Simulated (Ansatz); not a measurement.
A run on Ge3H8O, SMILES `[OH][GeH]([GeH3])[GeH3]` with other settings.

```yaml
crystal:
  periodic: [false, false, false]
  atoms:
    - {symbol: O, position_ang: [-2.018245, 1.781916, -0.256815]}
    - {symbol: Ge, position_ang: [0.006634, 0.921029, 0.191077]}
    - {symbol: Ge, position_ang: [-0.505055, -1.014507, 2.463282]}
    - {symbol: Ge, position_ang: [1.118803, -0.406115, -2.311551]}
    - {symbol: H, position_ang: [-1.964904, 2.689853, -1.039409]}
    - {symbol: H, position_ang: [1.181256, 2.361324, 0.737450]}
    - {symbol: H, position_ang: [1.155766, -1.835699, 2.977474]}
    - {symbol: H, position_ang: [-1.718433, -2.384963, 1.885356]}
    - {symbol: H, position_ang: [-1.248019, -0.100211, 3.978853]}
    - {symbol: H, position_ang: [1.121239, 0.838586, -3.779049]}
    - {symbol: H, position_ang: [0.043544, -1.922562, -2.795358]}
    - {symbol: H, position_ang: [2.923541, -0.997524, -2.008685]}
basis:
  gaussian: {orbitals: def2-mTZVP}
hamiltonian: {xc: {name: rPW86-PBE}}
scf: {lower_state_search: full}
output: {forces: true}
```

```sh
$ ansatz run in.yaml --threads 2 --pin off --events-out ev --progress --plain --max-ram 32768MiB --backend cpu
```

It prints (some lines left out):

```
Functional definition: rPW86-PBE
1533 factors; their error is unknown
mean field evaluation 1: about -171784.9492 eV, gradient 8.4e1 eV
mean field evaluation 2: about -171553.7554 eV, gradient 2.1e2 eV
mean field evaluation 4: about -171788.3680 eV, gradient 5.4e1 eV
mean field evaluation 8: about -171796.5221 eV, gradient 9.1e0 eV
mean field evaluation 16: about -171796.8035 eV, gradient 3.0e-2 eV
mean field -171796.80348825 eV, -6313.4160801373 hartree, gradient 3.6e-5 eV, S^2 0.000000; 1 other end points of the search recorded, 0 dependent functions left out
reference -171796.80365289 eV, -6313.4160861877 hartree; 56, 56 occupied and 100, 100 virtual orbitals, 1533 factors
Total energy: -171796.80365289 eV, -6313.4160861877 hartree
Atom 0 at    -2.018245     1.781916    -0.256815 Å, force     2.369796     2.430928    -2.436545 eV/Å
Atom 1 at     0.006634     0.921029     0.191077 Å, force    -0.864188     1.352922    -0.187535 eV/Å
Atom 2 at    -0.505055    -1.014507     2.463282 Å, force    -0.246309    -0.673316     0.769161 eV/Å
Atom 3 at     1.118803    -0.406115    -2.311551 Å, force     0.356345    -0.468162    -0.936146 eV/Å
Atom 4 at    -1.964904     2.689853    -1.039409 Å, force     0.200871    -3.740265     3.210566 eV/Å
Atom 5 at     1.181256     2.361324     0.737450 Å, force    -1.367264    -1.628930    -0.630606 eV/Å
Atom 6 at     1.155766    -1.835699     2.977474 Å, force    -2.139441     1.063119    -0.668304 eV/Å
Atom 7 at    -1.718433    -2.384963     1.885356 Å, force     1.594824     1.787154     0.772427 eV/Å
Atom 8 at    -1.248019    -0.100211     3.978853 Å, force     0.969461    -1.207640    -1.958973 eV/Å
Atom 9 at     1.121239     0.838586    -3.779049 Å, force     0.006894    -1.607740     1.860549 eV/Å
Atom 10 at     0.043544    -1.922562    -2.795358 Å, force     1.408913     1.952965     0.607919 eV/Å
Atom 11 at     2.923541    -0.997524    -2.008685 Å, force    -2.289901     0.738965    -0.402514 eV/Å
Dipole moment:     0.299023    -0.035664    -0.002188 e Å
```

It took 13 s on 2 threads of a server CPU on a shared host, with 0.46 GiB of host memory at the peak.
